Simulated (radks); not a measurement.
Q: Spherical quantum dot in the effective-mass picture: electrons in a parabolic well V = omega^2 r^2 / 2 with omega = 1.03, with a point charge +2 (a donor) at the centre, all in effective atomic units (hartree* = m*/eps^2 hartree, bohr* = eps/m* bohr), one dielectric constant everywhere. Method: non-relativistic Kohn-Sham, PBEsol, spin-polarised, spherical densities; computed with a radial shooting solver with Libxc functionals. Levels are named by radial order and angular momentum (1s, 1p, 1d, 2s, ...), and open shells are averaged over m. Results are scaled to m* = 0.038 and eps = 7.6, for which hartree* = 17.9 meV and bohr* = 10.58 nm. At N = 24 the configuration is 1s2 1p6 1d10 2s2 1f(up 4, down 0). Does electron 25 go into 1f down or 2p up or 1f up?

A: Into 1f up. The total energies of the other choices lie higher by 0.826 meV (2p up), 0.981 meV (1f down).
